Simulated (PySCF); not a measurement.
CH₄AlClS. Atoms are numbered in the order given.

```xyz
8

Al    -0.1432    -0.1201     0.2999
Cl     1.8405    -0.6341    -0.1882
C     -0.9563    -0.7679     1.9363
H     -0.9778    -1.8703     1.9390
H     -1.9855    -0.4055     2.0801
H     -0.3576    -0.4573     2.8083
S     -1.1301     1.1547    -1.1674
H     -2.2855     1.2061    -0.4662
```
Charge 0, spin multiplicity 1.

The structure is a stationary point at PBE0-D3(BJ)/def2-SVP. One conformer was computed; it need not be the lowest.

Calculation: IEF-PCM-M06-2X/def2-SVP (PySCF).

The values are the electrostatic part of the solvation free energy, E(continuum) − E(gas) at the gas-phase geometry, in a cavity of scaled van der Waals radii (PySCF's table); cavitation and dispersion terms are not included. A continuum can't describe solvent molecules that bind to the metal. In vacuum the orbital gap is 8.88 eV. The dipole moment in vacuum is 2.81 D.

Computed values in water (ε = 78.36), 2-propanol (ε = 19.26), N,N-dimethylformamide (ε = 37.22):
```tsv
solvent	ε	ΔG(elec) (kcal/mol)	dipole (D)	gap (eV)
water	78.36	-6.2	3.66	9.21
2-propanol	19.26	-5.8	3.60	9.19
N,N-dimethylformamide	37.22	-6.1	3.64	9.20
```
